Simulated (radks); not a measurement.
Fractional charge and spin in the 2s shell of aluminium: the spin-up occupation runs from 0 to 1 and the spin-down occupation from 0 to 1; the fullest corner is Al3+, [He] 2p6 2s(up 1, down 1). Method: scalar-relativistic Kohn-Sham, PBE, spin-polarised, spherical densities, point nucleus; computed with a radial shooting solver on a logarithmic mesh with Libxc functionals. Energy (eV) minus the two flat planes that join the four corners (they meet along the diagonal where the two added fractions sum to one electron); zero is where a piecewise linear energy would lie.

| down \ up | 0 | 0.25 | 0.5 | 0.75 | 1 |
|---|---|---|---|---|---|
| 0 | 0.000 | -3.109 | -4.136 | -3.094 | 0.000 |
| 0.25 | -3.109 | -3.916 | -2.669 | 0.618 | -2.927 |
| 0.5 | -4.136 | -2.669 | 0.823 | -2.529 | -3.891 |
| 0.75 | -3.094 | 0.618 | -2.529 | -3.698 | -2.909 |
| 1 | 0.000 | -2.927 | -3.891 | -2.909 | 0.000 |

Corners above the fullest one (they belong to Al4+ and the next ion): (up 1, down 0) 158.09 eV, (up 0, down 1) 158.09 eV, (up 0, down 0) 351.60 eV. With half an added electron in each spin the energy lies 0.823 eV from the planes, and with half an added electron in spin up alone -4.136 eV. The planes are only a guide here: the flat-plane condition holds for ground states with one frontier orbital, while this shell lies below other occupied shells, so the corners above the fullest one are inner-hole states and not the ground states of those ions.
